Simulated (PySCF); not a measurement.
wavenumber (cm⁻¹), absorption (km/mol per cm⁻¹) and a bar:
```
        0      0.001 
       12      0.001 
       25      0.001 
       37      0.001 
       49      0.001 
       62      0.001 
       74      0.001 
       87      0.001 
       99      0.002 
      111      0.002 
      124      0.002 
      136      0.003 
      148      0.004 
      161      0.008 
      173      0.023 
      185      0.012 
      198      0.005 
      210      0.003 
      223      0.003 
      235      0.003 
      247      0.003 
      260      0.003 
      272      0.003 
      284      0.003 
      297      0.003 
      309      0.004 
      321      0.004 
      334      0.004 
      346      0.005 
      359      0.005 
      371      0.006 
      383      0.006 
      396      0.007 
      408      0.008 
      420      0.009 
      433      0.011 
      445      0.013 
      458      0.015 
      470      0.018 
      482      0.022 
      495      0.028 
      507      0.037 
      519      0.054 
      532      0.091 #
      544      0.215 ##
      556      0.433 ####
      569      0.232 ##
      581      0.267 ##
      594      0.530 #####
      606      1.666 ###############
      618      3.337 ##############################
      631      0.964 #########
      643      0.357 ###
      655      0.179 ##
      668      0.107 #
      680      0.071 #
      692      0.050 
      705      0.038 
      717      0.029 
      730      0.023
```

This is the computed harmonic infrared spectrum of doublet VS₂, Lorentzian lines of 18 cm⁻¹ full width. All numbers come from UPBE0 in PySCF with V def2-SVP, S def2-SVP; no relativity; density-fitted integrals.

Question: Which bands make it up, and how are they assigned?

Answer: In C2v symmetry, counting bands above 1 % of the strongest: 554 cm⁻¹ (a1, stretch, 10 km/mol); 616 cm⁻¹ (b2, stretch, 102 km/mol).

Other isomers or separated fragments may lie lower. Open d and f shells are described by one determinant, and the ground state may have another occupation or spin.
